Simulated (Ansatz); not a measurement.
## From GeH4 to GeCl4: predicting a member

On one Ge centre, n of the H ligands are replaced by Cl. The HOMO–LUMO gap y in eV at wB97M-V/def2-TZVPP. Shapes, held fixed at every level: PBE0-D4/def2-TZVP. Programs: Ansatz 0.2.0.

| molecule | n | y (eV) |
| --- | --- | --- |
| GeH4 | 0 | 14.67 |
| GeH3Cl | 1 | 12.66 |
| GeH2Cl2 | 2 | ? |
| GeHCl3 | 3 | 12.29 |
| GeCl4 | 4 | 11.79 |

Task: Fit y = c + s·n to the known rows and predict GeH2Cl2.

Result: 
1. Means of the 4 rows: n = 2.00000, y = 12.852.
2. Σ(Δn)² = 10, Σ(Δn·Δy) = -6.13, so the slope is -6.13/10 = -0.613.
3. Intercept: 12.852 − (-0.613) × 2.00000 = 14.078. The largest residual of the fit is 0.80.
4. GeH2Cl2: 14.078 + (-0.613) × 2 = 12.85 eV.

The run gave 12.55 eV, so the prediction is off by +0.30 eV, within the scatter of the fit. The steps per swap are uneven (-2.01, -0.11, -0.26, -0.50), so a line is a poor model. Other levels give for GeH2Cl2: B3LYP-D4/def2-TZVPP 7.75; PBE0-D4/def2-TZVPP 8.32; wB97X-V/def2-TZVPP 12.92 eV. Orbital gaps aren't excitation energies, and the LUMO depends on the basis. Relativity is left out for Ge unless named.
